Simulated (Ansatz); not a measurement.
```yaml
crystal:
  periodic: [false, false, false]
  atoms:
    - {symbol: O, position_ang: [-2.144894, -1.386951, -2.182412]}
    - {symbol: Sn, position_ang: [-1.090220, -2.904192, -1.247418]}
    - {symbol: Sn, position_ang: [-0.392760, 1.173906, -0.352286]}
    - {symbol: Sn, position_ang: [1.373567, 2.832217, 1.506996]}
    - {symbol: Sn, position_ang: [-0.695601, -1.379726, 1.350549]}
    - {symbol: Sn, position_ang: [2.144366, -0.206579, 2.121747]}
    - {symbol: Sn, position_ang: [-2.470554, 0.575100, -2.363181]}
    - {symbol: Sn, position_ang: [-0.834857, 1.195388, 2.727867]}
    - {symbol: Sn, position_ang: [1.433776, -1.273545, -0.779526]}
    - {symbol: Sn, position_ang: [2.677167, 1.374370, -0.782348]}
basis:
  gaussian: {orbitals: def2-TZVP}
magnetization: {spin_polarized: true, initial_magnetization: 2}
hamiltonian: {xc: pbe0, dispersion: d4}
scf: {omitted_lower_state_checks: [starts]}
output: {orbitals: {seedname: orbitals}}
```

```sh
$ ansatz run in.yaml --threads 4 --pin off --events-out ev --progress --plain --max-ram 6963MiB
```

(1) Does this run fit into the memory that it is given?

Answers

(1) No. It has 481 basis functions, and Ansatz plans for 12 GiB where 7 GiB are given.
